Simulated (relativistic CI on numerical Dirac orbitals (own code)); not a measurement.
One change at a time: Ce3+

Base calculation: Dirac-Coulomb-Breit CI, separate exchange-only KLI orbitals for each configuration, QED by a radiative potential, valence Slater integrals scaled by 0.85, P86 correlation energy added to each configuration.

Configurations in the expansion (outside the closed core [Kr] 4d10 5s2): 4f5p⁶, 5p⁶5d, 5p⁶6s, 4f5p⁵5d, 5p⁶6p, 5p⁶6d, 4f²5p⁵, 5p⁶7s, 5p⁶7p, 5p⁶5f, 4f5p⁵5f, 5p⁶6f, 5p⁶7d, 4f5p⁵5g. Double excitations out of closed p, d and f shells are left out; levels of such configurations are missing from the list, as are those of other unlisted configurations, and high levels can miss mixing partners.

The lowest level and the first level of each name with at least 55 % of one term (blank where a level has no safe partner in the second run):

```
         Level  Base (cm⁻¹)  Shift (cm⁻¹)
  4f5p⁶ ²F°5/2          0.0           0.0
  4f5p⁶ ²F°7/2       2098.1          +3.3
   5p⁶5d ²D3/2      45305.5        +424.4
   5p⁶5d ²D5/2      47537.3        +412.8
   5p⁶6s ²S1/2      86861.8         -21.2
  5p⁶6p ²P°1/2     122139.0         -33.3
  5p⁶6p ²P°3/2     126346.8         -29.4
 4f²5p⁵ ⁴G°5/2     139303.2       +2173.1
 4f²5p⁵ ⁴G°7/2     140919.3       +2113.1
 4f²5p⁵ ⁴G°9/2     142876.4       +2026.0
4f²5p⁵ ⁴G°11/2     145290.9       +1904.0
4f²5p⁵ ⁴I°15/2     146774.9       +1500.7
4f²5p⁵ ⁴I°13/2     147002.7       +1366.8
4f²5p⁵ ⁴I°11/2     147685.4       +1180.5
```

For a near-neutral ion this model can misplace configurations by up to about 10,000 cm⁻¹ (more where the count of f electrons changes) and terms by 10 to 25 % of their spread. Rates follow the energies as ν³ (E1, M1) or ν⁵ (E2), so they and the lifetimes can be off by large factors. The fine structure of a lone outer electron comes out too small, for d and f at times inverted, and misplaced configurations move strength between like terms. 10 of the 12 excited levels that our extract of the measured tables holds in this range could be paired (the sources list more); they are missed by 2036 cm⁻¹ on average and 4689 at most, and levels without a partner can miss by more.

Q: One thing was changed in a second run, which moved the levels as shown. Which?
A. Breit term removed
B. Slater integrals left unscaled
C. valence Slater integrals scaled by 0.75
D. configuration mixing switched off
E. QED terms removed

A: C. Valence Slater integrals scaled by 0.75. Scaling acts on the splittings between terms and on the mixing, and leaves the fine structure of pure LS terms nearly alone; in jj coupling it moves the levels of one term differently.

LS names give the leading component of a level, which can be under half, so a name can repeat, a term be missing and a line seem to break the LS rules.
